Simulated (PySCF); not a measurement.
## Radial density of Ar³⁺ (argon, charge +3)

UHF, [Ne] 3s2 3p3, high-spin 4S determinant. Calculation: PySCF 2.14, in x2c-QZVPPall with one added diffuse shell each of s, p, d, f type (10s7p5d3f1g, 86 functions); the spin-free X2C one-electron Hamiltonian (Gaussian nucleus).

```json
{"r (bohr)": "0.00163", "4πr²ρ (e/bohr)": "0.1460", "4πr²(ρα − ρβ)": "0.0000"}
{"r (bohr)": "0.00274", "4πr²ρ (e/bohr)": "0.3821", "4πr²(ρα − ρβ)": "0.0000"}
{"r (bohr)": "0.00461", "4πr²ρ (e/bohr)": "0.9752", "4πr²(ρα − ρβ)": "0.0000"}
{"r (bohr)": "0.00775", "4πr²ρ (e/bohr)": "2.386", "4πr²(ρα − ρβ)": "0.0002"}
{"r (bohr)": "0.0130", "4πr²ρ (e/bohr)": "5.434", "4πr²(ρα − ρβ)": "0.0006"}
{"r (bohr)": "0.0219", "4πr²ρ (e/bohr)": "10.94", "4πr²(ρα − ρβ)": "0.0026"}
{"r (bohr)": "0.0369", "4πr²ρ (e/bohr)": "17.89", "4πr²(ρα − ρβ)": "0.0133"}
{"r (bohr)": "0.0620", "4πr²ρ (e/bohr)": "20.91", "4πr²(ρα − ρβ)": "0.0640"}
{"r (bohr)": "0.104", "4πr²ρ (e/bohr)": "16.26", "4πr²(ρα − ρβ)": "0.2405"}
{"r (bohr)": "0.175", "4πr²ρ (e/bohr)": "15.59", "4πr²(ρα − ρβ)": "0.5621"}
{"r (bohr)": "0.295", "4πr²ρ (e/bohr)": "21.12", "4πr²(ρα − ρβ)": "0.4931"}
{"r (bohr)": "0.496", "4πr²ρ (e/bohr)": "11.32", "4πr²(ρα − ρβ)": "-0.0152"}
{"r (bohr)": "0.835", "4πr²ρ (e/bohr)": "4.043", "4πr²(ρα − ρβ)": "1.5225"}
{"r (bohr)": "1.40", "4πr²ρ (e/bohr)": "3.918", "4πr²(ρα − ρβ)": "2.3390"}
{"r (bohr)": "2.36", "4πr²ρ (e/bohr)": "0.5788", "4πr²(ρα − ρβ)": "0.3912"}
{"r (bohr)": "3.97", "4πr²ρ (e/bohr)": "0.004668", "4πr²(ρα − ρβ)": "0.0036"}
```

Densities and radii are taken from the X2C orbitals without a picture-change correction, which distorts them close to the nucleus.

(1) Where is the radial spin density 4πr²(ρα − ρβ) most negative, and why is it negative at all?

## Answers

(1) Around r = 0.496 bohr, down to -0.0152 e/bohr: exchange with the open shell polarises the paired shells in an unrestricted calculation.
